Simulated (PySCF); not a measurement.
PySCF input file for Cl4Se, SMILES [Se+](Cl)(Cl)(Cl)Cl, charge +1, multiplicity 2, C-PCM-PBE0/def2-SVP. The structure is a stationary point at B3LYP-D3(BJ)/def2-SVP.

```python
import numpy as np
from pyscf import gto, scf, dft
from pyscf.solvent import pcm

mol = gto.M(
    atom='''
    Se   -0.00000000    0.00000000   -0.16573784
    Cl   -0.00000003    2.11519822   -1.00904640
    Cl   -0.00000003   -2.11519820   -1.00904641
    Cl    1.68397748   -0.00000001    1.17478421
    Cl   -1.68397743   -0.00000001    1.17478428
    ''',
    basis='def2-SVP',
    charge=1,
    spin=1,
    max_memory=1600,
    verbose=3,
)
mf = dft.UKS(mol, xc='pbe0').density_fit(auxbasis='def2-universal-jkfit')
mf.grids.level = 3
mf.conv_tol = 1e-9
mf.max_cycle = 100
mf.kernel()
fine, coarse = mf.grids, dft.Grids(mol).set(level=1).build(with_non0tab=True)
for _ in range(3):  # follow internal instabilities
    mf.grids = coarse
    mo, _, stable, _ = mf.stability(return_status=True, nroots=4)
    mf.grids = fine
    if stable:
        break
    mf.kernel(mf.make_rdm1(mo, mf.mo_occ))
res = {}
for name, eps in {'water': 78.355, 'ethylethanoate': 5.9867, 'chlorobenzene': 5.6968}.items():
    s = mf.PCM()
    s.with_solvent.method, s.with_solvent.eps, s.with_solvent.lebedev_order = 'C-PCM', eps, 29
    s.kernel(mf.make_rdm1())
    res[name] = (s.e_tot, eps, s.dip_moment(), s.mo_energy, s.converged)
    print(f'{name}: electrostatic solvation free energy {(s.e_tot - mf.e_tot) * 627.509474:.3f} kcal/mol')
```

Program output:

```

WARN: HOMO -0.273338103920073 >= LUMO -0.273338103920067

converged SCF energy = -4240.20313297957  <S^2> = 0.76789218  2S+1 = 2.0178129
<class 'pyscf.df.df_jk.DFUKS'> wavefunction is stable in the internal stability analysis

WARN: PCM is an experimental feature. It is still in testing.
Features and APIs may be changed in the future.

converged SCF energy = -4240.29006787445  <S^2> = 0.76716717  2S+1 = 2.0170941

WARN: System has nonzero charge 1; the dipole moment is origin-dependent.
Location of origin: [0. 0. 0.]

Dipole moment(X, Y, Z, Debye):  0.00000,  0.00000,  0.39132
water: electrostatic solvation free energy -54.552 kcal/mol

WARN: PCM is an experimental feature. It is still in testing.
Features and APIs may be changed in the future.

converged SCF energy = -4240.27631069915  <S^2> = 0.76729588  2S+1 = 2.0172217

WARN: System has nonzero charge 1; the dipole moment is origin-dependent.
Location of origin: [0. 0. 0.]

Dipole moment(X, Y, Z, Debye):  0.00000,  0.00000,  0.38060
ethylethanoate: electrostatic solvation free energy -45.920 kcal/mol

WARN: PCM is an experimental feature. It is still in testing.
Features and APIs may be changed in the future.

converged SCF energy = -4240.27555477176  <S^2> = 0.76730278  2S+1 = 2.0172286

WARN: System has nonzero charge 1; the dipole moment is origin-dependent.
Location of origin: [0. 0. 0.]

Dipole moment(X, Y, Z, Debye):  0.00000,  0.00000,  0.38004
chlorobenzene: electrostatic solvation free energy -45.445 kcal/mol
```

The run converged.

Cost: about 2.8 core-minutes (a rough figure).
